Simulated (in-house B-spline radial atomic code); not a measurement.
Atomic self-consistent-field run: the iodine ion I⁴⁺ (an excited or competing configuration). All numbers are computed (scalar-relativistic (X2C) r2SCAN0, spin-polarised, spherical fractional occupations, exact exchange averaged over the configuration; Fermi nucleus of rms radius 4.75 fm) with an all-electron radial atomic-structure program (B-spline basis), not measured.

Command:
```bash
python run_scf.py task.json out
```
Settings (nuclear radius in fm, mass in u):
```
Z                53
configuration    [Ar] 3d9 4s2 4p6 4d10 5s2 5p1 6d1
hamiltonian      x2c
method           r2scan0
spin_polarised   True
nucleus          fermi
rms_radius       4.75
atomic_mass      126.90447
speed_of_light   137.035999084
exact_exchange   averaged over the configuration
```

Output (hartree, bohr):
```
 radial grid: 74 intervals, B-splines of order 8, outer radius 40.8511 bohr

 iter        energy (Eh)    residual
    1       -7087.637415    1.09e-01
    2       -7087.647971    2.68e-03
    3       -7087.648028    8.81e-04
    4       -7087.648033    4.18e-04
    5       -7087.648034    5.45e-05
    6       -7087.648034    2.14e-05
    7       -7087.648034    3.31e-06
    8       -7087.648034    1.05e-06
    9       -7087.648034    1.14e-07

 total energy                     -7087.64803
 kinetic                            7515.7944
 electron-nucleus                 -17094.8644
 Hartree                            2670.2660
 exact exchange                      -43.6518
 exchange-correlation               -135.1923

 orbital      occ     eigenvalue          <r>       <r^2>       <1/r>       r_max
 1s up      1.000     -1218.9411    0.0266164 0.000970457     59.7057     0.01681
 1s down    1.000     -1218.9364    0.0266162  0.00097044     59.7059     0.01681
 2s up      1.000      -193.0558     0.116551   0.0160872     13.6137     0.09895
 2s down    1.000      -192.9156     0.116503   0.0160735     13.6201     0.09893
 2p up      3.000      -173.6630     0.102187   0.0127629     12.5228     0.07918
 2p down    3.000      -173.5454      0.10213   0.0127476     12.5283     0.07916
 3s up      1.000       -42.1041     0.310904    0.110601     4.85277      0.2842
 3s down    1.000       -41.9403     0.311151    0.110773       4.846      0.2843
 3p up      3.000       -35.7439     0.308613     0.11052     4.51448      0.2777
 3p down    3.000       -35.5606     0.308973    0.110775      4.5069      0.2779
 3d up      5.000       -26.2727     0.284729   0.0957008     4.24618      0.2301
 3d down    4.000       -26.1000     0.285842   0.0966143     4.23498      0.2305
 4s up      1.000        -9.5011     0.726186    0.594901     1.94999       0.671
 4s down    1.000        -9.4727     0.727456    0.596871     1.94512      0.6721
 4p up      3.000        -7.4257     0.771939    0.677627     1.77604      0.7018
 4p down    3.000        -7.3983     0.773265    0.679666     1.77179      0.7032
 4d up      5.000        -4.3389     0.871208    0.881671     1.51563      0.7518
 4d down    5.000        -4.3102     0.871071    0.880983     1.51947      0.7547
 5s up      1.000        -2.5464      1.70709     3.24536    0.771934       1.577
 5s down    1.000        -2.4649      1.70383     3.23934    0.776573       1.571
 5p up      1.000        -2.0143       1.9016     4.03687     0.68323       1.748
 6d up      1.000        -0.6620       4.8523     26.1935    0.270706       4.835
```

Cost of the run: 0.41 s on 1 thread of Intel(R) Xeon(R) Platinum 8488C, on a shared host.

One-electron X2C: radii and densities carry no picture-change correction, so inner-shell <1/r> comes out high (for 1s by about 2 % at Z = 33, 5 % at 54, 10 % at 75, 30 % at 118) and <r> low.
